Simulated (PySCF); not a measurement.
## Name the molecule from its bond curve

A diatomic of charge 0 contains Bi. Its triplet curve at LC-ωPBE in a double-zeta basis (scalar-relativistic core potentials, PySCF), in eV from the separated fragments:

R (Å), E (eV) and a bar:
```
    1.845     -0.820 #####################
    1.931     -1.341 ########
    2.016     -1.599 ##
    2.081     -1.666 
    2.145     -1.654 
    2.209     -1.583 ##
    2.295     -1.429 ######
    2.402     -1.185 ############
    2.531     -0.864 ####################
    2.703     -0.448 ##############################
```

The fit gives ωe = 672 cm⁻¹ and the rotational constant Bₑ = 0.3653 cm⁻¹.

Question: Which atom is the partner?

Answer: The minimum lies at 2.101 Å, so the reduced mass is 16.8576 u Å² cm⁻¹/(Bₑ·Re²) = 10.45 u. With Bi at 208.98 u the partner weighs about 11.0 u: B. The molecule is BiB.

Spin–orbit coupling is left out, which matters for elements this heavy, above all for dissociation energies. The state was picked by a PBE0 search and need not be the measured ground state.
